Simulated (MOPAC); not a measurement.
Job for MOPAC: AM1 on GeH4OSi (SMILES [OH][Ge][SiH3]), a point of a torsion scan.

```
AM1 1SCF PRECISE CHARGE=0 THREADS=1
GeH4OSi

O      2.23504481 1    -0.05681294 1    -0.25213982 1
Ge     1.18046723 1    -1.30720463 1     0.42337984 1
Si    -0.96582907 1    -0.09827588 1     0.32998913 1
H      1.99999373 1     0.81615760 1    -0.56169447 1
H     -1.16678211 1     0.71022260 1    -0.88916145 1
H     -2.16120111 1    -0.94828954 1     0.42035965 1
H     -1.12316419 1     0.88131758 1     1.42212248 1
```

Output:

```
*******************************************************************************
 **                                                                           **
 **                              MOPAC v23.2.5                                **
 **                                                                           **
 *******************************************************************************
 ** MOPAC's Digital Object Identifier: https://doi.org/10.5281/zenodo.6511958 **
 **                                                                           **
 ** Please cite the open-source release paper for use of this MOPAC version:  **
 ** J. E. Moussa and J. J. P. Stewart (2026)                                  **
 ** MOPAC: An open-source semiempirical molecular orbital program             **
 ** J. Open Source Softw., 11(119), 8025, https://doi.org/10.21105/joss.08025 **
 *******************************************************************************

                              AM1 CALCULATION RESULTS

 *******************************************************************************
 *  AM1        - The AM1 Hamiltonian to be used
 *
 *
 *
 *                 CHARGE ON SYSTEM = 0
 *
 *
 *
 *  PRECISE    - TIGHTER CRITERIA TO BE USED
 *  1SCF       - DO 1 SCF AND THEN STOP
 *  THREADS=1  - MULTI-THREADING NOT USED
 *  T=         - A TIME OF 172800.0 SECONDS REQUESTED
 *  DUMP=N     - RESTART FILE WRITTEN EVERY 7200.0 SECONDS REQUESTED
 *******************************************************************************
AM1 1SCF PRECISE CHARGE=0 THREADS=1
 GeH4OSi

   ATOM   CHEMICAL          X               Y               Z
  NUMBER   SYMBOL      (ANGSTROMS)     (ANGSTROMS)     (ANGSTROMS)

     1       O          2.23504481  *  -0.05681294  *  -0.25213982  *
     2      Ge          1.18046723  *  -1.30720463  *   0.42337984  *
     3      Si         -0.96582907  *  -0.09827588  *   0.32998913  *
     4       H          1.99999373  *   0.81615760  *  -0.56169447  *
     5       H         -1.16678211  *   0.71022260  *  -0.88916145  *
     6       H         -2.16120111  *  -0.94828954  *   0.42035965  *
     7       H         -1.12316419  *   0.88131758  *   1.42212248  *



          CARTESIAN COORDINATES

    NO.       ATOM           X           Y           Z

     1         O          2.2350     -0.0568     -0.2521
     2        Ge          1.1805     -1.3072      0.4234
     3        Si         -0.9658     -0.0983      0.3300
     4         H          2.0000      0.8162     -0.5617
     5         H         -1.1668      0.7102     -0.8892
     6         H         -2.1612     -0.9483      0.4204
     7         H         -1.1232      0.8813      1.4221

  H: (AM1): M.J.S. DEWAR ET AL, J. AM. CHEM. SOC. 107 3902-3909 (1985)
  O: (AM1): M.J.S. DEWAR ET AL, J. AM. CHEM. SOC. 107 3902-3909 (1985)
 Si: (AM1): M.J.S.DEWAR, C. JIE, ORGANOMETALLICS, 6, 1486-1490 (1987).
 Ge: (AM1): M.J.S.Dewar and C.Jie, Organometallics, 8, 1544, (1989)

           Empirical Formula: H4 O Ge Si  =     7 atoms



      MOLECULAR POINT GROUP   :   C1


      RHF CALCULATION, NO. OF DOUBLY OCCUPIED LEVELS = 9


 -------------------------------------------------------------------------------
 AM1 1SCF PRECISE CHARGE=0 THREADS=1
 GeH4OSi



     1SCF WAS SPECIFIED, SO BFGS WAS NOT USED
     SCF FIELD WAS ACHIEVED


                              AM1 CALCULATION
                                                       MOPAC v23.2.5 Linux




          FINAL HEAT OF FORMATION =         -2.70354 KCAL/MOL =     -11.31160 KJ/MOL


          COSMO AREA              =        124.47 SQUARE ANGSTROMS
          COSMO VOLUME            =        118.03 CUBIC ANGSTROMS

          IONIZATION POTENTIAL    =          8.057395 EV
          HOMO LUMO ENERGIES (EV) =         -8.057 -1.253
          NO. OF FILLED LEVELS    =          9
          MOLECULAR WEIGHT        =        120.7065         POINT GROUP:  C1

          MOLECULAR DIMENSIONS (Angstroms)

            Atom       Atom       Distance
            H     6    H     4     4.62528
           Ge     2    H     5     3.18927
            H     5    H     7     2.05336


          SCF CALCULATIONS        =          1





   ATOM   CHEMICAL          X               Y               Z
  NUMBER   SYMBOL      (ANGSTROMS)     (ANGSTROMS)     (ANGSTROMS)

     1       O          2.23504481  *  -0.05681294  *  -0.25213982  *
     2      Ge          1.18046723  *  -1.30720463  *   0.42337984  *
     3      Si         -0.96582907  *  -0.09827588  *   0.32998913  *
     4       H          1.99999373  *   0.81615760  *  -0.56169447  *
     5       H         -1.16678211  *   0.71022260  *  -0.88916145  *
     6       H         -2.16120111  *  -0.94828954  *   0.42035965  *
     7       H         -1.12316419  *   0.88131758  *   1.42212248  *

                             CARTESIAN COORDINATES

   1    O        2.235044810    -0.056812940    -0.252139820
   2   Ge        1.180467230    -1.307204630     0.423379840
   3   Si       -0.965829070    -0.098275880     0.329989130
   4    H        1.999993730     0.816157600    -0.561694470
   5    H       -1.166782110     0.710222600    -0.889161450
   6    H       -2.161201110    -0.948289540     0.420359650
   7    H       -1.123164190     0.881317580     1.422122480


           Empirical Formula: H4 O Ge Si  =     7 atoms



      MOLECULAR POINT GROUP   :   C1


                  EIGENVALUES
 -35.65401 -17.92055 -15.67104 -13.66566 -12.87036 -12.16974 -12.15195 -11.08476
  -8.05740  -1.25318  -0.80250   1.25410   1.34937   1.45452   2.55858   5.78509


              NET ATOMIC CHARGES AND DIPOLE CONTRIBUTIONS

  ATOM NO.   TYPE          CHARGE      No. of ELECS.   s-Pop       p-Pop
    1          O          -0.631108        6.6311     1.85319     4.77792
    2         Ge           0.807970        3.1920     1.57126     1.62077
    3         Si          -0.166986        4.1670     0.99763     3.16936
    4          H           0.240120        0.7599     0.75988
    5          H          -0.088705        1.0887     1.08871
    6          H          -0.076857        1.0769     1.07686
    7          H          -0.084434        1.0844     1.08443
 DIPOLE           X         Y         Z       TOTAL
 POINT-CHG.     2.638    -4.191     1.142     5.082
 HYBRID        -2.916     4.764    -1.335     5.743
 SUM           -0.278     0.573    -0.193     0.666


          ATOMIC ORBITAL ELECTRON POPULATIONS

     Atom    s        px        py        pz
    1  O   1.85319   1.69490   1.31919   1.76384
    2 Ge   1.57126   0.55500   0.82306   0.24271
    3 Si   0.99763   1.20220   1.02424   0.94292
    4  H   0.75988
    5  H   1.08871
    6  H   1.07686
    7  H   1.08443

 **********************
 *                    *
 * JOB ENDED NORMALLY *
 *                    *
 **********************




 == MOPAC DONE ==
```

The run finished.

Cost: around 0.07 core-seconds (rough).
